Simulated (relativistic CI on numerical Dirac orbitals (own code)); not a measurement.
Ca XX: sensitivity of the levels to the model

Base calculation: Dirac-Coulomb-Breit CI, separate exchange-only KLI orbitals for each configuration, model QED (radiative potential, 1s self-energy scaled to tabulated hydrogen-like ionisation energies).

Configuration list: 1s, 2s, 2p, 3s, 3p, 3d, 4s, 4p, 4d, 4f, 5s, 5p, 5d, 5f, 5g, 6s, 6p, 6d. Levels of other configurations are missing.

Variants: (1) QED terms removed; (2) non-relativistic limit. Shifts of the energy above 1s ²S1/2, in eV, for the lowest level and the first level of each name with at least 55 % of one term (blank where a level changes its place among those of its configuration and J or its character, or is not in the variant):

| Level | Base | Δ(1) | Δ(2) |
| --- | --- | --- | --- |
| 1s ²S1/2 | 0.00 | 0.00 | 0.00 |
| 2p ²P°1/2 | 4100.15 | +1.62 | -18.51 |
| 2s ²S1/2 | 4100.38 | +1.39 | -18.74 |
| 2p ²P°3/2 | 4107.51 | +1.60 | -25.87 |
| 3p ²P°1/2 | 4861.92 | +1.62 | -24.42 |
| 3s ²S1/2 | 4861.99 | +1.55 | -24.49 |
| 3d ²D3/2 | 4864.10 | +1.62 | -26.60 |
| 3p ²P°3/2 | 4864.10 | +1.61 | -26.60 |
| 3d ²D5/2 | 4864.82 | +1.61 | -27.32 |
| 4p ²P°1/2 | 5128.24 | +1.62 | -26.19 |
| 4s ²S1/2 | 5128.27 | +1.59 | -26.22 |
| 4d ²D3/2 | 5129.16 | +1.62 | -27.11 |
| 4p ²P°3/2 | 5129.16 | +1.61 | -27.11 |
| 4f ²F°5/2 | 5129.46 | +1.62 | -27.41 |
| 4d ²D5/2 | 5129.46 | +1.61 | -27.41 |
| 4f ²F°7/2 | 5129.62 | +1.61 | -27.56 |
| 5p ²P°1/2 | 5251.38 | +1.62 | -26.88 |
| 5s ²S1/2 | 5251.40 | +1.60 | -26.90 |
| 5d ²D3/2 | 5251.85 | +1.62 | -27.35 |
| 5p ²P°3/2 | 5251.85 | +1.61 | -27.35 |
| 5f ²F°5/2 | 5252.01 | +1.62 | -27.51 |
| 5d ²D5/2 | 5252.01 | +1.61 | -27.51 |
